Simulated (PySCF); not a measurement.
# Reading the logs of faulty runs: Ge2H3NO

All numbers below are calculated, not measured. They come from PySCF 2.14.0, an open-source quantum chemistry program, on an isolated molecule that a program drew, which may never have been made. The molecule is Ge2H3NO (charge 0, singlet), drawn as the SMILES string `[NH]=[GeH][O][GeH]`.

Each row is a Hartree-Fock (HF) and frozen-core CCSD(T) single point in the cc-pVDZ basis, meant for a local HF minimum. Run 1 is clean. Each other run has one planted mistake out of seven kinds, and not every kind appears here: one electron removed, one electron added, multiplicity raised by two, geometry at a saddle point, minimal basis STO-3G, one bond length entered in bohr, all coordinates scaled. The reference is restricted for singlets and unrestricted otherwise, and also for a bond in bohr. Adding or removing an electron swaps singlet and doublet. Electrons count all cores. HOMO and LUMO are orbital energies over both spins, the gradient is its largest component, and the lowest frequency (negative if imaginary) is given only where the gradient is small. Bond lengths are over the 6 bonds as drawn. T1 is the CCSD diagnostic: over 0.02 (restricted) or 0.045 (unrestricted) a single reference is doubtful. Germanium has the cc-pVDZ-PP basis, with a core potential (ECP10MDF) in place of its 10 inner electrons, and its 3s, 3p and 3d shells are frozen in CCSD(T).

Geometry of the clean run:
```xyz
7
Ge2H3NO, angstrom
N     0.8577    2.8142   -1.3194
Ge   -0.3758    1.6818   -1.3175
O    -0.4629    0.1036   -0.5493
Ge    0.5322   -0.9845    0.4744
H     1.6763    2.5399   -0.7948
H    -1.6875    1.8880   -2.0384
H     1.8121   -0.0274    0.5834
```

```
run,electrons,basis functions,<S^2>,HOMO (eV),LUMO (eV),gradient (hartree/bohr),lowest frequency (cm^-1),mean bond (Å),longest bond (Å),T1,HF (hartree),CCSD(T) (hartree),mistake
1,82,89,0.000,-9.58,0.46,9.4e-06,63,1.5583,1.795,0.0233,-717.77390,-718.35159,no fault
2,82,89,2.016,-7.84,-0.85,2.8e-02,-,1.5583,1.795,0.0257,-717.71390,-718.27146,multiplicity raised by two
3,82,89,0.000,-9.29,0.15,6.2e-02,-,1.7095,1.969,0.0334,-717.71443,-718.32334,all coordinates scaled
4,83,89,0.765,-0.92,6.58,5.9e-02,-,1.5583,1.795,0.0240,-717.78150,-718.36261,?
```

**Which mistake was planted in run 4, and what did it cost?**

It counts 83 electrons, one more than the clean run, at the same geometry and basis. So the mistake is: one electron added. Subtracting run 1 and multiplying by 627.51 kcal/mol a hartree, the energy moved by -4.8 kcal/mol in HF and -6.9 kcal/mol in CCSD(T).

Cautions from the logs. Run 1: T1 is over the limit, so its CCSD(T) energy is less reliable; run 3: T1 is over the limit, so its CCSD(T) energy is less reliable.
